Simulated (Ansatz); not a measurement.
Isolated molecules relaxed with PBE0-D4/def2-TZVP in Ansatz; ΔE leaves out vibrations. CCSD(T)/CBS adds triple-zeta CCSD(T) − MP2 to the extrapolated MP2 energy (def2 sets, frozen cores). This one scheme is used for every species. DFT in def2-TZVPP. B3LYP here is the variant with VWN-RPA as its local correlation; programs differ in this. Elements past krypton have def2 core potentials. For Te outer-core shells are correlated without core-valence functions, which leaves a few kJ/mol of doubt a bond. One conformer a species, not always the lowest.

`FC(F)(F)[TeH]` + `O[SiH](Cl)Cl` → `FC(F)(F)O[SiH](Cl)Cl` + H₂Te  (substitution at a C–Te bond)

CCSD(T)/CBS gives -4.0 kcal/mol.

Problem. Another level gave -3.6 kcal/mol. Which?
A. HF/def2-TZVPP
B. PBE0/def2-TZVPP
C. ωB97X-V/def2-TZVPP
D. B3LYP/def2-TZVPP

Solution. D. B3LYP -3.6, PBE0 -5.0, HF/def2-TZVPP -12.3, ωB97X-V -6.5 kcal/mol.

Largest T1 diagnostic among the species: 0.012.

From PBE to PBE0 (25 % exact exchange), in def2-TZVPP and without D4, ΔE moves by −3.4 kcal/mol. In def2-TZVPP, CCSD(T) changes the Hartree–Fock value by +5.6 kcal/mol (the triples alone add +1.0 kcal/mol) and MP2 by +7.2 kcal/mol.
